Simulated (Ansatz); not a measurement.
Pulling on the C5–H7 bond in CH6BN (SMILES BNC) (multiplicity 1 held, fragments rigid). Energies count from the point at 1.093 Å.
Geometry at that point (charge 0, multiplicity 1):
```xyz
9

B     -0.17378     0.16936     1.35985
H     -1.04663     0.51555     2.09588
H      0.90497    -0.15003     1.76047
N     -0.42136     0.13750    -0.00246
C      0.50466    -0.25211    -1.05319
H     -1.33201     0.40682    -0.34423
H      0.67789     0.56737    -1.75578
H      0.12956    -1.11044    -1.61689
H      1.45669    -0.52593    -0.60231
```

Signs of static correlation in cc-pVDZ, with CASSCF(2,2), from Ansatz (a first-principles code) runs.

| R (Å) | T1 of restricted CCSD | ⟨S²⟩ of UHF | largest double amplitude of restricted CCSD | weight of the CASSCF reference in MRCISD | CASSCF natural occupations |
|---|---|---|---|---|---|
| 0.875 | 0.014 | 0.000 | 0.057 | 0.886 | 1.99 0.01 |
| 0.984 | 0.013 | 0.000 | 0.056 | 0.886 | 1.99 0.01 |
| 1.093 | 0.013 | 0.000 | 0.055 | 0.886 | 1.98 0.02 |
| 1.203 | 0.013 | 0.000 | 0.052 | 0.886 | 1.97 0.03 |
| 1.312 | 0.014 | 0.000 | 0.048 | 0.885 | 1.96 0.04 |
| 1.476 | 0.014 | 0.000 | 0.044 | 0.885 | 1.94 0.06 |
| 1.640 | 0.016 | 0.000 | 0.066 | 0.885 | 1.91 0.09 |
| 1.913 | 0.020 | 0.543 | 0.162 | 0.885 | 1.83 0.17 |
| 2.186 | 0.028 | … | 0.270 | 0.885 | 1.72 0.28 |
| 2.514 | 0.041 | 0.926 | 0.404 | 0.886 | 1.54 0.46 |
| 2.952 | 0.059 | 0.985 | … | 0.886 | 1.32 0.68 |
| 3.498 | 0.075 | 1.004 | 0.760 | 0.886 | 1.15 0.85 |

**Question.** Some entries are withheld; supply them.

**Answer.** 
- 2.186, ⟨S²⟩ of UHF: 0.797
- 2.952, largest double amplitude of restricted CCSD: 0.581

Doubts at one or more of the structures used: a restricted determinant that unrestricted orbitals would lower (R-CCSD(T)/cc-pVDZ); other coupled-cluster roots lie near (R-CCSD(T)/cc-pVDZ); T1 above 0.05 (R-CCSD(T)/cc-pVDZ, U-CCSD(T)/cc-pVDZ); a spin-contaminated determinant (U-CCSD(T)/cc-pVDZ).
